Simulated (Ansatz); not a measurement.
`C[O][Zn][F]` at its PBE0-D4/def2-TZVP geometry, where that method's forces vanish. Charge 0, multiplicity 1.

```csv
atom,x (Å),y (Å),z (Å)
C1,-0.989,-0.073,0.380
O2,-0.177,0.311,-0.699
Zn3,1.574,0.181,-0.759
F4,3.301,0.105,-0.944
H5,-0.912,-1.143,0.610
H6,-0.768,0.487,1.298
H7,-2.030,0.132,0.112
```

**Question.** For each bond, give half the difference of the two atoms' forces along it (eV/Å; positive pushes the atoms apart) under PBE-D4, r2SCAN-D4, B3LYP-D4, ωB97M-V in def2-TZVPP. (Estimate.)

**Answer.** Computed: 
| bond | length (Å) | PBE-D4 | r2SCAN-D4 | B3LYP-D4 | ωB97M-V |
| --- | --- | --- | --- | --- | --- |
| C1–O2 | 1.404 | 0.39 | 0.39 | 0.32 | 0.28 |
| C1–H5 | 1.098 | 0.03 | -0.09 | -0.10 | -0.11 |
| C1–H6 | 1.098 | 0.03 | -0.09 | -0.10 | -0.11 |
| C1–H7 | 1.095 | 0.13 | -0.04 | -0.11 | -0.14 |
| O2–Zn3 | 1.757 | -0.02 | -0.12 | 0.01 | -0.06 |
| Zn3–F4 | 1.739 | 0.16 | -0.10 | 0.08 | 0.04 |

B3LYP here is the variant with VWN-RPA as its local correlation; programs differ in this.
